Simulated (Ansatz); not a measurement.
Ligand exchange: C2H6Cl2Si + SnH3F → SiH(CH3)Cl2 + SnH2(CH3)F

Species: C2H6Cl2Si `CC[SiH](Cl)Cl`, singlet; SnH3F `[F][SnH3]`, singlet; SiH(CH3)Cl2 (methyldichlorosilane), singlet; SnH2(CH3)F, singlet. The partners trade CH3 for H: C–CH3 and Sn–H bonds give way to C–H and Sn–CH3.

Shapes, held fixed at every level: PBE0-D4/def2-TZVP. Flexible molecules stand in one conformer, not always the lowest. Programs: Ansatz 0.2.0. Electronic energies: no zero-point or thermal term.

Task: Estimate ΔE of this reaction.

Result: The highest level, CCSD(T)/def2-TZVPP, gives ΔE = -44.0 kJ/mol; the levels span -46.1 to -26.0. The column of differences is taken from that level and isn't an error. No measured value is set beside it here. For atoms past krypton def2 sets carry core potentials with scalar relativity. Correlated rows may include outer-core shells of Sn, which these sets cover unevenly. Times are processor times on shared x86 and Arm servers, and rough.

```csv
level,kind,ΔE (kJ/mol),less CCSD(T)/def2-TZVPP,CPU time (sum over the molecules)
SPW92/def2-TZVPP,LDA,-36.0,+8.0,19 s
BHLYP-D4/def2-TZVPP,global hybrid,-41.2,+2.8,43 s
r2SCAN0-D4/def2-TZVPP,global hybrid,-43.2,+0.8,70 s
B2PLYP/def2-TZVPP,double hybrid,-46.1,-2.1,69 s
MP2/def2-SVP,perturbation theory,-29.5,+14.5,–
CCSD(T)/def2-SVP,coupled cluster or CI,-26.0,+18.0,48 s
CCSD/def2-TZVPP,coupled cluster or CI,-43.6,+0.4,–
CCSD(T)/def2-TZVPP,coupled cluster or CI,-44.0,0.0,5 min
```
